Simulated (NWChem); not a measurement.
A series in which one site is exchanged, each optimised at PBE0/def2-SVP with NWChem, gas phase unless a solvent is named. All stand in one matching conformer (torsions within 35°), which need not be the lowest. Some are not confirmed as minima by frequencies. def2 effective core potentials on Sr; no spin-orbit coupling.

A: [SH][Mg][Cl] (MgHSCl; site = Mg)
B: [SH][Sr][Cl] (SrHSCl; site = Sr)
C: [Zn]([SH])[Cl] (ZnHSCl; site = Zn)
D: [Be]([SH])[Cl] (BeHSCl; site = Be)

Values for A:

| Quantity | Value |
|---|---|
| orbital gap (eV), PBE0/def2-SVP | 5.73 |
| vertical ionisation energy, ΔSCF, PBE/def2-SVP (eV) | 9.49 |
| static polarisability, PBE0/def2-SVPD (bohr³) | 60.2 |

How do these values change for the other members?


```json
[
 {"change from A": "orbital gap (eV), PBE0/def2-SVP", "B": "-1.60", "C": "+0.58", "D": "+1.50"},
 {"change from A": "vertical ionisation energy, ΔSCF, PBE/def2-SVP (eV)", "B": "-1.12", "C": "+0.03", "D": "+0.59"},
 {"change from A": "static polarisability, PBE0/def2-SVPD (bohr³)", "B": "+13.6", "C": "-0.8", "D": "-10.1"}
]
```
